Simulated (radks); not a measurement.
Task: The mean radii <r> (bohr) of the occupied orbitals of an atom or ion are listed with their occupations. Method: Dirac Kohn-Sham, PBEsol, spin-unpolarised, spherical densities, finite nucleus; Fermi nuclear charge, rms radius of each element as measured or else 0.836 A^(1/3) + 0.57 fm; computed with a radial shooting solver on a logarithmic mesh with Libxc functionals.

orbital  occ.      <r>
1s1/2       2  0.03112
2s1/2       2   0.1346
2p1/2       2   0.1141
2p3/2       4   0.1192
3s1/2       2   0.3684
3p1/2       2   0.3601
3p3/2       4   0.3710
3d3/2       4   0.3436
3d5/2       6   0.3471
4s1/2       1   0.9023
4p1/2       2   0.9622
4p3/2       4   0.9913
4d3/2       4    1.237
4d5/2       5    1.251
5p1/2       1    2.850

Name the element and its charge. Open shells, if any, fill j = l - 1/2 first.

Result: Z = 47, silver, charge +2: Ag2+ in [Ar] 3d10 4s1 4p6 4d9 5p1. The 1s radius gives Z: for a bare nucleus <r> = (2 gamma + 1)/(2Z) with gamma = sqrt(1 - (Z/c)^2), 0.03062 bohr for Z = 47, and screening makes it slightly larger (0.03112 here). The occupations add up to 45, and the charge is Z minus that.
